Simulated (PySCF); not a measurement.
Geometry (Å), atoms numbered from 1 in this order:
```xyz
15

C    -2.786    0.373   -0.037
C    -1.546    0.771    0.267
Si   -0.410   -0.180    1.406
C     1.060   -0.908    0.458
Ge    2.050    0.429   -0.540
F     1.358    1.971   -0.046
H    -3.220   -0.544    0.381
H    -3.431    0.943   -0.715
H    -1.160    1.699   -0.174
H     0.108    0.685    2.509
H    -1.186   -1.310    2.009
H     0.683   -1.670   -0.243
H     1.738   -1.408    1.168
H     3.539    0.518   -0.171
H     1.829    0.352   -2.060
```

Geometry: PBE0-D3(BJ)/def2-SVP; GIAO absolute shieldings from PySCF, gas phase, non-relativistic, averaged over equivalent atoms.

At KT3/pcSseg-1 (178 basis functions, 33 s wall time on 1 thread of an Arm Neoverse V1, shared host):
| atoms | σ (ppm) |
| --- | --- |
| C2 | 50.5 |
| C1 | 50.5 |
| C4 | 180.4 |
| Si3 | 404.0 |
| Ge5 | 1292.2 |
| F6 | 390.3 |
| H9 | 24.77 |
| H8 | 25.20 |
| H7 | 25.30 |
| H14/H15 | 25.88 |
| H10/H11 | 26.92 |
| H12/H13 | 30.73 |

Task: Predict the values at PBE0/pcSseg-1 on the same geometry.

Result: 
```json
{"atoms": "C2", "σ at PBE0/pcSseg-1": "39.8", "change": "-10.7"}
{"atoms": "C1", "σ at PBE0/pcSseg-1": "38.8", "change": "-11.7"}
{"atoms": "C4", "σ at PBE0/pcSseg-1": "184.4", "change": "+4.0"}
{"atoms": "Si3", "σ at PBE0/pcSseg-1": "389.7", "change": "-14.3"}
{"atoms": "Ge5", "σ at PBE0/pcSseg-1": "1286.4", "change": "-5.8"}
{"atoms": "F6", "σ at PBE0/pcSseg-1": "409.9", "change": "+19.6"}
{"atoms": "H9", "σ at PBE0/pcSseg-1": "24.45", "change": "-0.32"}
{"atoms": "H8", "σ at PBE0/pcSseg-1": "24.91", "change": "-0.29"}
{"atoms": "H7", "σ at PBE0/pcSseg-1": "24.95", "change": "-0.35"}
{"atoms": "H14/H15", "σ at PBE0/pcSseg-1": "25.71", "change": "-0.17"}
{"atoms": "H10/H11", "σ at PBE0/pcSseg-1": "26.74", "change": "-0.18"}
{"atoms": "H12/H13", "σ at PBE0/pcSseg-1": "30.75", "change": "+0.02"}
```

The largest change is at F6 (fluorine bonded to Ge). Cost: 178 basis functions, 24 s wall time on 1 thread of an Arm Neoverse V1, shared host. The order of the carbon signals changes between the two levels.

Relativistic effects, spin–orbit coupling among them, are left out; they matter for Ge and for the light atoms bonded to it.
